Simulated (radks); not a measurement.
These are the eigenvalues of the occupied orbitals of an atom or ion with whole-number occupations (eV). Calculated with a radial shooting solver on a logarithmic mesh with Libxc functionals: scalar-relativistic Kohn-Sham, BLYP, spin-unpolarised, spherical densities, finite nucleus; Fermi nuclear charge, rms radius of each element as measured or else 0.836 A^(1/3) + 0.57 fm.

1s: -86015.38
2s: -15659.29
2p: -13533.35
3s: -4047.412
3p: -3434.996
3d: -2799.837
4s: -1213.564
4p: -1011.754
4d: -774.8100
4f: -511.6500
5p: -431.1403
5d: -349.0302

Which element is it, and in what charge state? The configuration may be excited.

Answer. Z = 81, thallium, charge +18: Tl18+ in [Kr] 4d10 4f14 5p1 5d2. The list shows which subshells hold electrons but not how many an open one holds; the 1s level, -3161 hartree, gives Z - s = 79.5 by -(Z - s)^2/2, which with screening and relativity narrows Z to a few neighbours, and the depths of the outer levels then fix element, charge and occupations together.
